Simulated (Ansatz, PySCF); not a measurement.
SiBr₂F₂, SMILES [Si](F)(Br)(Br)F.

Geometry optimised at PBE0-D3(BJ)/def2-SVP.

Vertical ionisation energy (IE) and electron affinity (EA) in eV. Rows of orbital energies are one-electron estimates. Where ΔSCF, EOM or ADC give a negative EA the extra electron is unbound and the value depends on the basis.

```tsv
level	IE	EA
−ε(HOMO), −ε(LUMO), PBE0/def2-TZVP (PySCF)	9.12	0.85
−ε(HOMO), −ε(LUMO), PBE/def2-TZVP (PySCF)	7.79	1.81
ΔSCF, CAM-B3LYP/def2-TZVPD (Ansatz), final states of multiplicity 2 and 2	___	___
ΔSCF, PBE/def2-TZVPD (Ansatz), final states of multiplicity 2 and 2	10.84	-0.04
```

Problem. Complete the blanks. (An estimate is asked for; the answer gives what the named calculation found.)

Solution. 
- ΔSCF, CAM-B3LYP/def2-TZVPD (Ansatz, a first-principles code), final states of multiplicity 2 and 2, IE: 11.49
- ΔSCF, CAM-B3LYP/def2-TZVPD (Ansatz), final states of multiplicity 2 and 2, EA: -0.34

Problem. What vertical singlet–triplet gap does ΔSCF give with CAM-B3LYP/def2-TZVPD (Ansatz) and with PBE/def2-TZVPD (Ansatz)? (An estimate is asked for; the answer gives what the named calculation found.)

Solution. 6.58 and 5.84 eV (triplet above singlet where positive).
